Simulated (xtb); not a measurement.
GeI$_{2}$ (SMILES [I][Ge][I]), singlet, geometry from GFN2-xTB; xtb 6.7.1 with GFN2-xTB with GBSA(acetonitrile).

Input for xtb:
```
$ xtb mol.xyz --gfn 2 --gbsa acetonitrile --json

# file mol.xyz
3

Ge     0.00153259    -0.00969248     1.22657057
I      1.01567043    -1.73555606    -0.38529276
I     -1.01659577     1.74140812    -0.35527815
```

It wrote (shortened):

```
   ID    Z sym.   atoms
    1   32 Ge     1
    2   53 I      2, 3

           -------------------------------------------------
          |                Calculation Setup                |
           -------------------------------------------------

           -------------------------------------------------
          |                 G F N 2 - x T B                 |
           -------------------------------------------------

      * Solvation model:               GBSA
        Solvent                        acetonitrile
        Parameter file                 internal GFN2-xTB/GBSA
        Dielectric constant                3.7500E+01
        Reference state                gsolv [1 M gas/solution]
        Free energy shift                  2.0473E-03 Eh       1.2847E+00 kcal/mol
        Temperature                        2.9815E+02 K
        Density                            7.8600E-01 kg/L
        Solvent mass                       4.1050E+01 g/mol
        Interaction kernel             Still
        Born radius scaling (c1)           1.5800E+00
        Born radii integrator          GBOBC
        Born offset                        1.3788E-02 a0       2.6056E-02 AA
        H-bond correction              true
        Ion screening                  false
        Surface tension                    1.0000E-05 Eh       1.5569E+01 dyn/cm
        Grid points                               230 per atom

          ...................................................
          :                      SETUP                      :
          :.................................................:
          :  # basis functions                  30          :
          :  # atomic orbitals                  27          :
          :  # shells                            9          :
          :  # electrons                        18          :
          :  max. iterations                   250          :
          :  Hamiltonian                  GFN2-xTB          :
          :  restarted?                      false          :
          :  GBSA solvation                   true          :
          :  PC potential                    false          :
          :  electronic temp.          300.0000000     K    :
          :  accuracy                    1.0000000          :
          :  -> integral cutoff          0.2500000E+02      :
          :  -> integral neglect         0.1000000E-07      :
          :  -> SCF convergence          0.1000000E-05 Eh   :
          :  -> wf. convergence          0.1000000E-03 e    :
          :  Broyden damping             0.4000000          :
          :  net charge                          0          :
          :  unpaired electrons                  0          :
          ...................................................

 iter      E             dE          RMSdq      gap      omega  full diag
   1     -9.1516723 -0.915167E+01  0.314E+01    1.21       0.0  T
   2     -8.9560481  0.195624E+00  0.282E+01    5.03       1.0  T
   3     -9.7134650 -0.757417E+00  0.117E+01    3.06       1.0  T
   4     -9.6877593  0.257057E-01  0.145E+01    2.57       1.0  T
   5     -9.7070009 -0.192416E-01  0.266E+00    3.45       1.0  T
   6     -9.7123288 -0.532792E-02  0.179E+00    3.40       1.0  T
   7     -9.7154354 -0.310666E-02  0.885E-01    3.22       1.0  T
   8     -9.7164375 -0.100203E-02  0.151E-01    3.29       1.0  T
   9     -9.7164302  0.724055E-05  0.134E-01    3.29       1.0  T
  10     -9.7164378 -0.760361E-05  0.173E-02    3.29       3.3  T
  11     -9.7164383 -0.435144E-06  0.468E-03    3.29      12.3  T
  12     -9.7164383 -0.310521E-07  0.247E-03    3.29      23.3  T
  13     -9.7164383 -0.334131E-08  0.991E-04    3.29      58.3  T
  14     -9.7164383 -0.608368E-09  0.121E-04    3.29     478.1  T

   *** convergence criteria satisfied after 14 iterations ***

         :::::::::::::::::::::::::::::::::::::::::::::::::::::
         ::                     SUMMARY                     ::
[...]
         :: total energy              -9.709269652454 Eh    ::
[...]
         :::::::::::::::::::::::::::::::::::::::::::::::::::::

           -------------------------------------------------
          |                Property Printout                |
           -------------------------------------------------

    * Orbital Energies and Occupations

         #    Occupation            Energy/Eh            Energy/eV
      -------------------------------------------------------------
         1        2.0000           -0.7466247             -20.3167
         2        2.0000           -0.7389911             -20.1090
         3        2.0000           -0.6711853             -18.2639
         4        2.0000           -0.4602837             -12.5250
         5        2.0000           -0.4446544             -12.0997
         6        2.0000           -0.4354448             -11.8491
         7        2.0000           -0.4284893             -11.6598
         8        2.0000           -0.4196025             -11.4180
         9        2.0000           -0.4184227             -11.3859 (HOMO)
        10                         -0.2975921              -8.0979 (LUMO)
        11                         -0.2086310              -5.6771
        12                         -0.2064904              -5.6189
        13                         -0.0291636              -0.7936
        14                         -0.0228456              -0.6217
        15                         -0.0015816              -0.0430
        16                          0.0084465               0.2298
        17                          0.0149699               0.4074
        18                          0.0225945               0.6148
        19                          0.0256976               0.6993
        20                          0.0273243               0.7435
       ...                                ...                  ...
        27                          1.2324659              33.5371
      -------------------------------------------------------------
                  HL-Gap            0.1208306 Eh            3.2880 eV
             Fermi-level           -0.3580074 Eh           -9.7419 eV

     #   Z          covCN         q      C6AA      α(0)
     1  32 Ge       1.747     0.393   245.987    32.783
     2  53 I        0.935    -0.197   386.566    33.941
     3  53 I        0.935    -0.197   386.566    33.941

 Mol. C6AA /au·bohr⁶  :       3005.617896
 Mol. C8AA /au·bohr⁸  :     276280.252681
 Mol. α(0) /au        :        100.664352

Wiberg/Mayer (AO) data.
largest (>0.10) Wiberg bond orders for each atom

 ---------------------------------------------------------------------------
     #   Z sym  total        # sym  WBO       # sym  WBO       # sym  WBO
 ---------------------------------------------------------------------------
     1  32 Ge   2.559 --     3 I    1.280     2 I    1.280
     2  53 I    1.295 --     1 Ge   1.280
     3  53 I    1.295 --     1 Ge   1.280
 ---------------------------------------------------------------------------

Topologies differ in total number of bonds
Writing topology from bond orders to xtbtopo.mol

molecular dipole:
                 x           y           z       tot (Debye)
 q only:        0.001      -0.009       1.186
   full:        0.004      -0.023       2.848       7.240
molecular quadrupole (traceless):
                xx          xy          yy          xz          yz          zz
 q only:       -0.288       3.719      -4.476       0.036      -0.078       4.764
  q+dip:        1.054      12.177     -12.662       0.109      -0.207      11.608
   full:        2.554      13.667     -12.840       0.118      -0.200      10.285

           -------------------------------------------------
          | TOTAL ENERGY               -9.709269652454 Eh   |
          | GRADIENT NORM               0.004445342429 Eh/α |
          | HOMO-LUMO GAP               3.287967231288 eV   |
           -------------------------------------------------

normal termination of xtb
```
